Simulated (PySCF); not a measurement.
Fill in the blanks.

Species: C₇H₃F₂O (charge +1).
Bonds: O1–C2 (triple), C2–C3, C3–C4 (aromatic), C4–C5 (aromatic), C5–F6, C5–C7 (aromatic), C7–C8 (aromatic), C8–C9 (aromatic), C9–F10, C3–C9 (aromatic). Hydrogens: H11 on C4; H12 on C7; H13 on C8.

```json
{"property": "point group of the GFN2-xTB geometry", "level": "GFN2-xTB", "value": "Cs"}
{"property": "rotational constants A, B, C of the GFN2-xTB geometry", "level": "GFN2-xTB", "value": "2.270, 1.037, 0.712 GHz"}
{"property": "HOMO energy", "level": "PBE0/def2-SVPD", "value": "-12.76 eV"}
{"property": "LUMO energy", "level": "PBE0/def2-SVPD", "value": "?"}
{"property": "lowest singlet excitation", "level": "TDDFT PBE0/def2-SVPD", "value": "3.65 eV (340 nm, f = 0.063)"}
{"property": "strongest line among the 6 lowest singlet transitions", "level": "TDDFT PBE0/def2-SVPD", "value": "?"}
{"property": "lowest triplet excitation (Tamm–Dancoff)", "level": "TDA PBE0/def2-SVPD", "value": "?"}
{"property": "static isotropic polarisability", "level": "PBE0/def2-SVPD", "value": "79.8 au"}
{"property": "electronic spatial extent ⟨r²⟩ about the centre of nuclear charge", "level": "PBE0/def2-SVPD", "value": "1377 bohr²"}
{"property": "13C chemical shifts (computed TMS as zero) by class", "level": "GIAO PBE0/pcSseg-1", "value": "?"}
{"property": "1H chemical shifts (computed TMS as zero) by class", "level": "GIAO PBE0/pcSseg-1", "value": "?"}
{"property": "isotropic shieldings of nuclei other than C and H, by class", "level": "GIAO PBE0/pcSseg-1", "value": "-64 (O1), 235 (F10), 267 (F6) ppm"}
```

Electronic properties: PySCF, gas phase, density fitting.

Problem. The LUMO energy?

Solution. -8.41 eV.

Problem. The lowest triplet excitation (Tamm–Dancoff)?

Solution. 2.43 eV.

Problem. The 1H chemical shifts (computed TMS as zero) by class?

Solution. 9.10 (H12), 8.38 (H13), 8.28 (H11) ppm.

Problem. Give the 13C chemical shifts (computed TMS as zero) by class.

Solution. 183.6 (C9), 169.2 (C5), 166.0 (C2), 156.3 (C7), 132.9 (C4), 130.8 (C8), 77.1 (C3) ppm.

Problem. Give the strongest line among the 6 lowest singlet transitions.

Solution. S6 at 6.33 eV (196 nm, f = 0.245).

No computed singlet falls in the visible range (750 to 380 nm, 1.65 to 3.26 eV); S1 lies 0.39 eV above its blue end. The largest Löwdin shares of the LUMO are 0.21 on C2, 0.17 on C7, 0.16 on O1 and 0.12 on C4. With B = h/(8π²I), that is 505.379 GHz u Å² over I, the principal moments of inertia are 222.6, 487.4 and 710.0 u Å² (most abundant isotopes).

For the TDDFT job (PBE0/def2-SVPD), the run took 52 s of wall time on one thread of an Arm Neoverse V1, shared host with 64 logical CPUs at a one-minute load of 38, and the process peaked at 0.91 GiB of memory.
